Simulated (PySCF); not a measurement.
C2H3B. Atoms are numbered in the order given.

```xyz
6

B      0.0000     0.0000    -1.3921
C      0.0000     0.0000     0.1078
C      0.0000     0.0000     1.3174
H      0.0000     0.0000     2.3811
H      0.0000    -1.0307    -1.9858
H      0.0000     1.0307    -1.9858
```

Coordinates come from a B3LYP-D3(BJ)/def2-TZVP optimisation.

The numbers are results of TDA-LC-ωPBE/def2-SVPD run with PySCF, not measurements.

Vertical excitations. The molecule is in vacuum. State labels are in the subgroup C2v.

**Question.** Give excitation energies, oscillator strengths and character. (The exact figures need the calculation; the answer reports its results.)

**Answer.** 
| state | symmetry | energy (eV) | λ (nm) | f | main pairs |
|---|---|---|---|---|---|
| S1 | A2 | 4.14 | 299 | 0.000 | HOMO→LUMO 96 % |
| S2 | A1 | 5.84 | 212 | 0.069 | HOMO−1→LUMO 72 %, HOMO→LUMO+3 22 % |
| S3 | A2 | 6.50 | 191 | 0.000 | HOMO−2→LUMO 89 % |
| S4 | B1 | 7.20 | 172 | 0.015 | HOMO−3→LUMO 97 % |
| S5 | A2 | 7.41 | 167 | 0.000 | HOMO−1→LUMO+3 94 % |
| S6 | B2 | 8.40 | 148 | 0.022 | HOMO→LUMO+1 76 %, HOMO→LUMO+2 13 % |
| S7 | A1 | 8.93 | 139 | 0.752 | HOMO→LUMO+3 46 %, HOMO−1→LUMO+5 25 %, HOMO−1→LUMO 20 % |
| S8 | A2 | 9.17 | 135 | 0.000 | HOMO→LUMO+5 83 % |
| S9 | B1 | 9.20 | 135 | 0.122 | HOMO−1→LUMO+1 71 %, HOMO−1→LUMO+2 17 % |
| S10 | B2 | 9.35 | 133 | 0.026 | HOMO→LUMO+2 71 %, HOMO→LUMO+4 17 % |
| T1 | A2 | 3.68 | 337 | 0 | HOMO→LUMO 93 % |
| T2 | A1 | 3.98 | 312 | 0 | HOMO−1→LUMO 89 % |
| T3 | A1 | 5.54 | 224 | 0 | HOMO→LUMO+3 85 % |
| T4 | A2 | 5.66 | 219 | 0 | HOMO−2→LUMO 83 % |
Triplets are in the Tamm–Dancoff approximation.
